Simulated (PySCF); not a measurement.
Below is a simulated gas-phase C 1s photoelectron spectrum of `[Cl][Ge]([Cl])([Cl])[CH2]CCC` (GeCl3(nBu)).

Every computed line was given a Gaussian of 0.8 eV full width at half maximum and an area set by the number of equivalent atoms; the highest printed point is 100. Computed, not measured: delta-SCF UKS SCAN, pcX-2 on the ionised atom, pcseg-1 elsewhere, spin-free X2C in PySCF 2.14.0.

binding energy (eV), intensity and a bar:
```
    289.7          0 
    289.8          0 
    289.9          1 
    290.0          2 
    290.1          4 #
    290.2          7 ##
    290.3         14 ####
    290.4         23 #######
    290.5         36 ###########
    290.6         52 ################
    290.7         69 #####################
    290.8         84 #########################
    290.9         96 #############################
    291.0        100 ##############################
    291.1         97 #############################
    291.2         86 ##########################
    291.3         71 #####################
    291.4         54 ################
    291.5         38 ###########
    291.6         25 #######
    291.7         15 ####
    291.8          8 ##
    291.9          4 #
    292.0          2 #
    292.1          1 
    292.2          0 
    292.3          0
```

Problem. Count the maxima, the lines and the sites behind this envelope.

Solution. The curve has 1 maximum (at 291.0 eV). Under it lie 4 lines from 4 inequivalent carbon sites. At this width some lines have no maximum of their own.

Problem. Decompose the envelope and assign each component. Bonds: Ge1–Cl2, Ge1–Cl3, Ge1–Cl4, Ge1–C5, C5–C6, C6–C7, C7–C8. Hydrogens: H9, H10 on C5; H11, H12 on C6; H13, H14 on C7; H15, H16, H17 on C8.

Solution. 
```csv
position (eV),relative area,line,atoms,environment
290.88,1,C 1s,C8,carbon bonded to C and 3 H
290.93,1,C 1s,C7,carbon bonded to 2 C and 2 H
291.09,1,C 1s,C6,carbon bonded to 2 C and 2 H
291.12,1,C 1s,C5,"carbon bonded to C, Ge and 2 H"
```

Problem. What are the centre and the root-mean-square width of the whole band?

Solution. The area-weighted mean of the lines is 291.01 eV. Their own spread about it is 0.10 eV (rms) and each Gaussian has σ = 0.8/2.355 = 0.34 eV; the variances add, which gives 0.35 eV.

The 4 C 1s values lie within 0.24 eV of each other; Gaussian lines of 0.5 eV full width would blend them into one maximum.

No satellites, vibrations or lifetime broadening are included. Isolated species at its PBE0-D3(BJ)/def2-SVP geometry (one conformer only).
